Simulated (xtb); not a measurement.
xtb input:

```bash
xtb mol.xyz --gfn 2 --ohess tight --chrg 1 --uhf 0
```
mol.xyz:
```
12

C     -1.41715132     0.08658246     0.27613042
C     -0.27270241     0.33596197    -0.69158651
C      1.05951768    -0.09808181    -0.08161665
O      1.23143679    -0.63565463     1.04216753
O      2.08775561     0.15041712    -0.90407316
H     -1.31585729     0.56274664     1.19540864
H     -1.50363452    -1.01441799     0.45170152
H     -2.40275089     0.39874309    -0.21283578
H     -0.42943033    -0.18677306    -1.57996831
H     -0.23358309     1.40355745    -0.82381218
H      2.87246098    -0.17613248    -0.41770509
H      0.44093883    -0.69646615     1.65477578
```

Q: What final total energy does it print?

A: -17.67977 Eh (GFN2-xTB).

It need not be the lowest isomer of its formula.
